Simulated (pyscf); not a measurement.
`[CH]#[C][CH2+]`, singlet

Gas-phase minimum from PySCF at ωB97X-D3(BJ)/def2-SVP, one conformer. HC≡C–CH₂⁺ lies 32.5 kcal/mol over its isomer cyclic C₃H₃+ (SMILES c1c[cH+]1) (electronic energy, ωB97M-D3(BJ)). 

SMILES: C#C[CH2+]
```xyz
6

C      0.4411    -1.0024    -0.9589
C      0.2723     0.0631    -0.3612
C      0.0877     1.2305     0.2934
H      0.5899    -1.9429    -1.4859
H      0.0005     1.2480     1.3912
H      0.0217     2.1790    -0.2624
```
Charge +1, spin multiplicity 1.

Bond lengths (Å): C1–C2 1.233, C1–H4 1.088, C2–C3 1.351, C3–H5 1.101, C3–H6 1.101. Angles (°): C2–C1–H4 180.0, C1–C2–C3 180.0, C2–C3–H5 120.5, C2–C3–H6 120.5, H5–C3–H6 119.0.

Properties at ωB97X-D3(BJ)/def2-SVP:

```
Property                                                                                                                                                                                Result
---------------------------------------------------------------------------------------------------------------------  -----------------------------------------------------------------------
Harmonic wavenumbers, unscaled                                                                                         276, 327, 676, 936, 1012, 1131, 1161, 1460, 2153, 3139, 3256, 3379 cm⁻¹
Zero-point energy                                                                                                                                                                27.0 kcal/mol
Rotational symmetry number                                                                                                                                                                   2
Entropy of this conformer at 298 K and 1 atm, rigid rotor and harmonic oscillator, modes under 100 cm⁻¹ raised to 100                                                          247.5 J/(mol K)
Dipole moment                                                                                                                                                                depends on origin
```

Single-point totals, which compare only within one level (frozen core for MP2 and CC):

```json
[
 {"level": "ωB97X-D3(BJ)/def2-TZVP", "total energy (hartree)": "-115.77273"},
 {"level": "PBE/def2-TZVP", "total energy (hartree)": "-115.57077"},
 {"level": "r²SCAN/def2-TZVP", "total energy (hartree)": "-115.65085"},
 {"level": "B3LYP-D3(BJ)/def2-TZVP", "total energy (hartree)": "-115.73851"},
 {"level": "PBE0-D3(BJ)/def2-TZVP", "total energy (hartree)": "-115.57745"},
 {"level": "M06-2X/def2-TZVP", "total energy (hartree)": "-115.66662"},
 {"level": "ωB97M-D3(BJ)/def2-TZVP", "total energy (hartree)": "-115.75878"},
 {"level": "HF/def2-TZVPP", "total energy (hartree)": "-114.99153"},
 {"level": "MP2/def2-TZVPP", "total energy (hartree)": "-115.41741"},
 {"level": "CCSD/def2-TZVPP", "total energy (hartree)": "-115.44077"},
 {"level": "CCSD(T)/def2-TZVPP", "total energy (hartree)": "-115.46567"}
]
```

The CCSD(T) − MP2 part came from Ansatz, without density fitting, on the same reference.
